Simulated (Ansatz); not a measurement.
LaBr₃⁻. The state is a doublet with charge -1. Geometry PBE0-D4/def2-SVP, that of the neutral singlet; atoms count from 1.

```xyz
4

La    0.124   -0.073   -0.277
Br   -2.521    0.063   -1.032
Br    1.455    2.298    0.167
Br    0.942   -2.288    1.142
```

In the def2 sets La takes a core potential; there is no spin–orbit coupling.

(1) Estimate the Mulliken populations from the PBE0/def2-TZVPD orbitals of Ansatz.

(2) Where does the spin sit?

(3) And the Mayer bond orders between heavy atoms (over 0.3)?

## Answers

(1) 
```json
{"atom": "La1", "charge (e)": "0.69", "spin (α − β)": "1.07", "d electrons": "1.40"}
{"atom": "Br2", "charge (e)": "-0.56", "spin (α − β)": "-0.02", "d electrons": "–"}
{"atom": "Br3", "charge (e)": "-0.56", "spin (α − β)": "-0.02", "d electrons": "–"}
{"atom": "Br4", "charge (e)": "-0.56", "spin (α − β)": "-0.02", "d electrons": "–"}
```
Mulliken values depend strongly on the basis. With diffuse functions, as here, like atoms can get unlike values, and bond orders can come out too low or too high.

(2) Summed by element: La 1.07, Br -0.07, of 1 unpaired in all. Largest on single atoms: La1 1.07, Br3 -0.02, Br4 -0.02.

(3) La1–Br2 0.71 (2.75 Å); La1–Br3 0.71 (2.75 Å); La1–Br4 0.71 (2.75 Å).
